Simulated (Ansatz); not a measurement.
Frontier orbitals of CH₅AlOS₂.

Z-matrix (Å, degrees):
```
C
Al 1 1.981
S 1 1.963 2 76.9
O 1 1.363 2 123.7 3 -108.4
S 1 1.803 2 117.5 3 94.6
H 2 1.580 1 117.0 3 -98.9
H 2 1.584 1 116.4 3 91.0
H 3 1.346 1 93.6 2 -84.5
H 4 0.968 1 109.6 2 170.1
H 5 1.345 1 96.1 2 71.0
```

Total charge 0; spin multiplicity 1. The bonds changed during the relaxation, so this is another structure than the one it started from. All single points use the PBE0-D4/def2-TZVP geometry. It is one conformer, not always the lowest. Basis def2-TZVPP, Ansatz 0.2.0.

```json
{"functional": "LDA (SPW92)", "HOMO (eV)": "-6.11", "LUMO (eV)": "-1.98", "gap (eV)": "4.13"}
{"functional": "PBE", "HOMO (eV)": "-5.98", "LUMO (eV)": "-1.76", "gap (eV)": "4.22"}
{"functional": "BLYP", "HOMO (eV)": "-5.85", "LUMO (eV)": "-1.63", "gap (eV)": "4.22"}
{"functional": "PBE0", "HOMO (eV)": "-7.15", "LUMO (eV)": "-0.80", "gap (eV)": "6.35"}
{"functional": "BHLYP", "HOMO (eV)": "-8.23", "LUMO (eV)": "0.15", "gap (eV)": "8.38"}
{"functional": "CAM-B3LYP", "HOMO (eV)": "-8.44", "LUMO (eV)": "0.26", "gap (eV)": "8.70"}
{"functional": "ωB97M-V", "HOMO (eV)": "-9.27", "LUMO (eV)": "1.01", "gap (eV)": "10.28"}
```

A quarter of exact exchange (PBE0) shifts PBE's HOMO by −1.17 eV and its LUMO by +0.95 eV; full exchange at long range (ωB97M-V) shifts them by −3.29 and +2.76 eV. The gap opens from 4.23 to 10.28 eV, since occupied levels lose self-interaction and empty ones feel all the electrons. A positive LUMO is unbound and depends on the basis.
